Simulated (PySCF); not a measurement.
## Unknown compound

The spectra below were simulated for a compound C$_{4}$H$_{14}$Si$_{4}$.

$^{1}$H NMR (400 MHz, computed): δ 4.61 (m, 1H), 4.16 (m, 1H), 4.05 (m, 2H), 4.00 (m, 1H), 3.95 (m, 2H), 2.26 (m, 1H), 2.24 (m, 1H), 1.95 (m, 2H), 1.92 (m, 1H), 1.91 (m, 2H).

$^{13}$C{$^{1}$H} NMR (computed): δ 29.6 (CH2, 2C), 26.6 (CH2), 19.0 (CH).

- geometry from PBE0-D3(BJ)/def2-SVP
- NMR shieldings at PBE0/pcSseg-1/GIAO
- run in PySCF 2.14.0 with density-fitted response routines
- fast rotation and ring inversion assumed for equivalent nuclei, one conformer, no solvent model, non-relativistic

Shifts are taken against calculated references (same method and geometry level): $^{1}$H and $^{13}$C against TMS.

What is the structure?

Answers


The formula gives 2 degrees of unsaturation (2 rings in the answer). 3 carbon signals for 4 carbons: some carbons are equivalent by symmetry or fast rotation. Carbon types of the structure: 1 × CH, 3 × CH2, leaving 7 H on heteroatoms. δC 29.6, 26.6: sp3 CH2 in a ring; saturated and bonded to C and H only. δC 19.0: sp3 CH bonded to Si. δH 4.61: hydrogen on a silicon bonded to C, 2 Si, in a 4-membered ring. δH 4.16, 4.05, 4.00, 3.95: hydrogen on a silicon bonded to 2 Si, in a 4-membered ring. δH 2.26, 1.95, 1.92, 1.91: hydrogen on an sp3 CH2 in a ring. δH 2.24: hydrogen on an sp3 CH bonded to Si.

Structure: SMILES C1CCC1[SiH]1[SiH2][SiH2][SiH2]1.

The shifts were computed for this structure.

Shifts are as computed. Against solution values, carbons near 30 ppm lie about +2 ppm off and those near 130 ppm about +5 ppm. Of 1211 compounds with measured shifts, 218 miss one by over three times the rms of a fit or turn the order of signals round; such compounds aren't used in these exercises. Multiplicities follow the n + 1 count of equivalent neighbours, as no J values were calculated; m marks all less simple cases, F and P coupling included.
